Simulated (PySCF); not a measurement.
## Energy of Ba (barium, neutral) between two integer charges

The 6s beta orbital of [Xe] 6s2 is emptied in steps (occupation f), with all orbitals relaxed, ending at [Xe] 6s1. Calculation: PySCF 2.14, in def2-TZVP with the def2 core potential (46 electrons); scalar relativity through the core potential. The exact energy is a straight line in f; departures are measured from the line between the end points of the same method.

```csv
f,UHF (eV),LDA (eV),PBE (eV),PBE0 (eV),r2SCAN (eV),LC-wPBE (eV),BHandHLYP (eV),TPSS (eV),r2SCAN0 (eV)
1,0.000,0.000,0.000,0.000,0.000,0.000,0.000,0.000,0.000
0.8,0.024,-0.325,-0.318,-0.228,-0.261,0.025,-0.170,-0.303,-0.196
0.6,0.033,-0.490,-0.480,-0.343,-0.382,0.036,-0.259,-0.464,-0.288
0.4,0.031,-0.491,-0.483,-0.344,-0.371,0.034,-0.264,-0.479,-0.280
0.2,0.019,-0.328,-0.322,-0.227,-0.237,0.022,-0.179,-0.335,-0.182
0,0.000,0.000,0.000,0.000,0.000,0.000,0.000,0.000,0.000
```

```json
{"method": "UHF", "E(f=0) − E(f=1) (eV)": "4.262", "−ε at f=1 (eV)": "4.421", "−ε at f=0.4 (eV)": "4.227"}
{"method": "LDA", "E(f=0) − E(f=1) (eV)": "5.346", "−ε at f=1 (eV)": "3.325", "−ε at f=0.4 (eV)": "5.749"}
{"method": "PBE", "E(f=0) − E(f=1) (eV)": "5.189", "−ε at f=1 (eV)": "3.217", "−ε at f=0.4 (eV)": "5.580"}
{"method": "PBE0", "E(f=0) − E(f=1) (eV)": "5.106", "−ε at f=1 (eV)": "3.685", "−ε at f=0.4 (eV)": "5.393"}
{"method": "r2SCAN", "E(f=0) − E(f=1) (eV)": "4.915", "−ε at f=1 (eV)": "3.261", "−ε at f=0.4 (eV)": "5.295"}
{"method": "LC-wPBE", "E(f=0) − E(f=1) (eV)": "4.908", "−ε at f=1 (eV)": "5.067", "−ε at f=0.4 (eV)": "4.871"}
{"method": "BHandHLYP", "E(f=0) − E(f=1) (eV)": "5.032", "−ε at f=1 (eV)": "3.986", "−ε at f=0.4 (eV)": "5.228"}
{"method": "TPSS", "E(f=0) − E(f=1) (eV)": "5.069", "−ε at f=1 (eV)": "3.199", "−ε at f=0.4 (eV)": "5.371"}
{"method": "r2SCAN0", "E(f=0) − E(f=1) (eV)": "4.946", "−ε at f=1 (eV)": "3.708", "−ε at f=0.4 (eV)": "5.223"}
```

Orbital energy along the path (eV):

```tsv
f	UHF	LDA	PBE	PBE0	r2SCAN	LC-wPBE	BHandHLYP	TPSS	r2SCAN0
1	-4.421	-3.325	-3.217	-3.685	-3.261	-5.067	-3.986	-3.199	-3.708
0.8	-4.343	-4.119	-3.985	-4.246	-3.959	-4.996	-4.382	-3.910	-4.228
0.6	-4.279	-4.930	-4.771	-4.815	-4.653	-4.929	-4.795	-4.625	-4.742
0.4	-4.227	-5.749	-5.580	-5.393	-5.295	-4.871	-5.228	-5.371	-5.223
0.2	-4.184	-6.572	-6.419	-5.985	-5.854	-4.828	-5.688	-6.247	-5.644
0	-4.148	-7.396	-6.966	-6.315	-6.106	-4.737	-6.142	-6.770	-5.948
```

Reference removal energy between the ground levels: 5.212 eV (measured; NIST Atomic Spectra Database, ionization energies). UHF lacks correlation.
